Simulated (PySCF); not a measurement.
A calculated (wB97M-V, PySCF 2.14, ANO-RCC-VTZP, scalar relativity by spin-free X2C-1e) atom or ion has these occupied shells.

```json
{"shell": "1s α", "electrons": "1", "orbital energy (eV)": "-15089.2", "rms radius, mean of both spins (bohr)": "0.0464"}
{"shell": "1s β", "electrons": "1", "orbital energy (eV)": "-15089.2", "rms radius, mean of both spins (bohr)": "0.0464"}
{"shell": "2s α", "electrons": "1", "orbital energy (eV)": "-2038.2", "rms radius, mean of both spins (bohr)": "0.192"}
{"shell": "2s β", "electrons": "1", "orbital energy (eV)": "-2038.2", "rms radius, mean of both spins (bohr)": "0.192"}
{"shell": "2p α", "electrons": "3", "orbital energy (eV)": "-1804.1", "rms radius, mean of both spins (bohr)": "0.171"}
{"shell": "2p β", "electrons": "3", "orbital energy (eV)": "-1804.1", "rms radius, mean of both spins (bohr)": "0.171"}
{"shell": "3s α", "electrons": "1", "orbital energy (eV)": "-313.71", "rms radius, mean of both spins (bohr)": "0.545"}
{"shell": "3s β", "electrons": "1", "orbital energy (eV)": "-313.71", "rms radius, mean of both spins (bohr)": "0.545"}
{"shell": "3p α", "electrons": "3", "orbital energy (eV)": "-237.94", "rms radius, mean of both spins (bohr)": "0.559"}
{"shell": "3p β", "electrons": "3", "orbital energy (eV)": "-237.94", "rms radius, mean of both spins (bohr)": "0.559"}
{"shell": "3d α", "electrons": "5", "orbital energy (eV)": "-113.56", "rms radius, mean of both spins (bohr)": "0.581"}
{"shell": "3d β", "electrons": "5", "orbital energy (eV)": "-113.55", "rms radius, mean of both spins (bohr)": "0.581"}
{"shell": "4s α", "electrons": "1", "orbital energy (eV)": "-38.794", "rms radius, mean of both spins (bohr)": "1.56"}
{"shell": "4s β", "electrons": "1", "orbital energy (eV)": "-38.769", "rms radius, mean of both spins (bohr)": "1.56"}
{"shell": "4p α", "electrons": "3", "orbital energy (eV)": "-21.425", "rms radius, mean of both spins (bohr)": "1.85"}
{"shell": "4p β", "electrons": "3", "orbital energy (eV)": "-21.384", "rms radius, mean of both spins (bohr)": "1.85"}
{"shell": "5p α", "electrons": "1", "orbital energy (eV)": "-2.137", "rms radius, mean of both spins (bohr)": "7.61"}
```

Problem. Name the element and its charge.

Solution. Rb (rubidium, neutral), in [Kr] 5p1, 2P determinant (an excited configuration).
